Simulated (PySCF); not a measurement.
Simulation results for BGeH6Si, CH4ClGeO, CH3BGe, CH4BGe and others

All values are calculated (PySCF 2.14.0). Calculation on a computer-drawn molecule: the log of a Hartree-Fock and frozen-core CCSD(T) single point meant for a local Hartree-Fock minimum, with one planted fault or none, to be diagnosed. Offsets are logged minus clean, where the clean run is the same molecule without the fault. The reference is restricted for singlets and unrestricted otherwise, and also for a bond in bohr or an excited solution. Adding or removing an electron swaps singlet and doublet. The excited solution moves the top pair (singlet) or top alpha electron (doublet) to the lowest empty orbital. Highest occupied and lowest empty are orbital energies over both spins, largest force is the largest gradient component, triples share is (T) over the correlation energy, the T1 limit is 0.02 restricted and 0.045 unrestricted, electrons count all cores, a negative frequency is imaginary (commonest isotopes), and the dipole is about the centre of nuclear charge; on germanium a core potential holds 10 electrons, which the energies leave out, and 3d is frozen in MP2 and coupled-cluster steps.

Common to all runs: logged SCF converged yes; possible faults no fault, one electron removed, one electron added, multiplicity raised by two, geometry at a saddle point, SCF held on an excited solution, minimal basis STO-3G, one bond length entered in bohr, all coordinates scaled.

(1) BGeH6Si

Logged structure:
```xyz
9
BGeH6Si
B     -0.2210    -1.8831     0.3905
Si    -0.6511    -0.0432    -0.3402
Ge     1.4186     0.7627    -1.2799
H      0.2000    -2.0178     1.5054
H     -0.2950    -2.8538    -0.3100
H     -1.0739     0.9294     0.6961
H     -1.6561    -0.0518    -1.4302
H      2.5502     0.9314    -0.2533
H      1.9465    -0.0826    -2.4502
```

| Item | Value |
| --- | --- |
| meant charge | 0 |
| meant multiplicity | 2 |
| meant basis | cc-pV(D+d)Z |
| meant basis and core potential on germanium | cc-pVDZ-PP ECP10MDF |
| logged electrons | 56 |
| logged basis functions | 90 |
| logged spin squared | 0 |
| logged highest occupied | -16.17 eV |
| logged lowest empty | -6.654 eV |
| logged largest force | 0.041849 hartree/bohr |
| logged T1 diagnostic | 0.018155 |
| logged D1 diagnostic | 0.05508 |
| logged triples share | 0.026377 |
| logged CC converged | yes |
| logged dipole magnitude | 1.1891 debye |
| logged SCF stable within its kind | yes |
| logged energy HF | -610.15467 hartree |
| logged energy CCSD(T) | -610.47804 hartree |
| planted fault | one electron removed |
| HF energy offset from clean run | 173.2 kcal/mol |
| CCSD(T) energy offset from clean run | 180 kcal/mol |

Drawn bonds:
```csv
atom,other atom,order
1,2,1
2,3,1
1,4,1
1,5,1
2,6,1
2,7,1
3,8,1
3,9,1
```

(2) CH4ClGeO

Logged structure:
```xyz
8
CH4ClGeO
C      0.7969     0.8374     1.9323
O      0.6463     1.7300     0.8597
Ge    -0.8122     1.8338    -0.1332
Cl    -0.6177     3.7043    -1.2086
H      1.6906     1.1270     2.4838
H     -0.0556     0.8713     2.6189
H      0.9251    -0.1921     1.5858
H     -2.0561     1.9264     0.7789
```

| Item | Value |
| --- | --- |
| meant charge | 0 |
| meant multiplicity | 2 |
| meant basis | cc-pV(D+d)Z |
| meant basis and core potential on germanium | cc-pVDZ-PP ECP10MDF |
| logged electrons | 67 |
| logged basis functions | 94 |
| logged spin squared | 0.7582 |
| logged highest occupied | -9.5567 eV |
| logged lowest empty | 0.51665 eV |
| logged largest force | 3.236e-06 hartree/bohr |
| logged lowest frequency | 49.509 cm⁻¹ |
| logged T1 diagnostic | 0.015759 |
| logged D1 diagnostic | 0.081805 |
| logged triples share | 0.02556 |
| logged CC converged | yes |
| logged dipole magnitude | 3.4028 debye |
| logged SCF stable within its kind | yes |
| logged energy HF | -867.9644 hartree |
| logged energy CCSD(T) | -868.56417 hartree |
| planted fault | no fault |
| HF energy offset from clean run | 0 kcal/mol |
| CCSD(T) energy offset from clean run | 0 kcal/mol |

Drawn bonds:
```csv
atom,other atom,order
1,2,1
2,3,1
3,4,1
1,5,1
1,6,1
1,7,1
3,8,1
```

(3) CH3BGe

Logged structure:
```xyz
6
CH3BGe
B      0.2670     0.3419    -2.4022
C      1.0351    -0.3915    -1.5335
Ge     0.6550     0.6330     0.1159
H     -0.4268     1.0544    -3.0289
H      1.6840    -1.2495    -1.5495
H      1.5731    -0.2891     1.0107
```

| Quantity | Value |
| --- | --- |
| meant charge | 0 |
| meant multiplicity | 1 |
| meant basis | cc-pVDZ |
| meant basis and core potential on germanium | cc-pVDZ-PP ECP10MDF |
| logged electrons | 46 |
| logged basis functions | 66 |
| logged spin squared | 0 |
| logged highest occupied | -8.803 eV |
| logged lowest empty | 1.0826 eV |
| logged largest force | 1.049e-05 hartree/bohr |
| logged lowest frequency | 143.11 cm⁻¹ |
| logged T1 diagnostic | 0.017726 |
| logged D1 diagnostic | 0.049365 |
| logged triples share | 0.04063 |
| logged CC converged | yes |
| logged dipole magnitude | 1.3469 debye |
| logged SCF stable within its kind | yes |
| logged energy HF | -357.59508 hartree |
| logged energy CCSD(T) | -357.93392 hartree |
| planted fault | no fault |
| HF energy offset from clean run | 0 kcal/mol |
| CCSD(T) energy offset from clean run | 0 kcal/mol |

Drawn bonds:
```csv
atom,other atom,order
1,2,2
2,3,1
1,4,1
2,5,1
3,6,1
```

(4) CH4BGe

Logged structure:
```xyz
7
CH4BGe
B     -0.9995     0.8509     2.8298
C     -0.8984     1.5839     1.6505
Ge     1.1737     2.3507     2.0563
H     -1.0376     0.2239     3.8790
H     -1.2809     1.9615     0.6805
H      1.0458     2.9114     3.6172
H      1.9876     0.9652     2.4864
```

| Quantity | Value |
| --- | --- |
| meant charge | -1 |
| meant multiplicity | 1 |
| meant basis | aug-cc-pVDZ |
| meant basis and core potential on germanium | aug-cc-pVDZ-PP ECP10MDF |
| logged electrons | 48 |
| logged basis functions | 114 |
| logged spin squared | 0 |
| logged highest occupied | -2.5611 eV |
| logged lowest empty | 3.6288 eV |
| logged largest force | 0.030273 hartree/bohr |
| logged T1 diagnostic | 0.018805 |
| logged D1 diagnostic | 0.057327 |
| logged triples share | 0.046927 |
| logged CC converged | yes |
| logged dipole magnitude | 0.4055 debye |
| logged SCF stable within its kind | yes |
| logged energy HF | -358.18143 hartree |
| logged energy CCSD(T) | -358.58822 hartree |
| planted fault | all coordinates scaled, by +3.8 % |
| HF energy offset from clean run | 4.726 kcal/mol |
| CCSD(T) energy offset from clean run | 0.8626 kcal/mol |

Drawn bonds:
```csv
atom,other atom,order
1,2,2
2,3,1
1,4,1
2,5,1
3,6,1
3,7,1
```

(5) CH6AlBGe

Logged structure:
```xyz
10
CH6AlBGe
B     -0.9806    -2.3520     1.2229
Al     0.6540    -1.0398     0.7169
C      1.5782    -1.1565    -0.9704
Ge     1.1685    -2.3360    -2.2315
H     -0.8249    -3.4042     1.7919
H     -2.1326    -2.0864     0.9834
H      1.1200     0.0648     1.7641
H      2.4034    -0.4932    -1.2243
H      0.0428    -3.3500    -2.0631
H      1.8626    -2.4746    -3.5819
```

| Item | Value |
| --- | --- |
| meant charge | 0 |
| meant multiplicity | 1 |
| meant basis | cc-pV(D+d)Z |
| meant basis and core potential on germanium | cc-pVDZ-PP ECP10MDF |
| logged electrons | 62 |
| logged basis functions | 104 |
| logged spin squared | 0 |
| logged highest occupied | -4.1889 eV |
| logged lowest empty | -3.4118 eV |
| logged largest force | 0.156 hartree/bohr |
| logged CC converged | no |
| logged dipole magnitude | 2.3882 debye |
| logged SCF stable within its kind | no |
| logged energy HF | -600.91387 hartree |
| planted fault | ? |

Drawn bonds:
```csv
atom,other atom,order
1,2,1
2,3,1
3,4,2
1,5,1
1,6,1
2,7,1
3,8,1
4,9,1
4,10,1
```

Notes: CCSD not converged.

Q: Give the missing planted fault for CH6AlBGe (entry 5).
A: SCF held on an excited solution

Further results for CH6AlBGe (entry 5):

| Item | Value |
| --- | --- |
| HF energy offset from clean run | 206.9 kcal/mol |
